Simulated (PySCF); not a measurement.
A structure optimised at PBE0-D3(BJ)/def2-SVP, used in a PySCF frequency run:

```xyz
10

C     -2.1495    -0.4629     1.0020
O     -1.2171     0.5313     0.6563
Si     0.3030     0.2946     0.1448
O      1.2027    -0.3626     1.3398
F      0.8818     1.7242    -0.2927
Cl     0.3518    -0.9045    -1.5174
H     -1.8355    -1.0092     1.9067
H     -2.2884    -1.1872     0.1815
H     -3.1138     0.0240     1.2039
H      2.0909    -0.6653     1.1300
```

Question: Write its SMILES and formula.

Answer: CO[Si](O)(F)Cl, CH₄ClFO₂Si

Question: What are its rotational constants (standard atomic weights)?

Answer: 2.5184, 2.0222, 1.5908 GHz
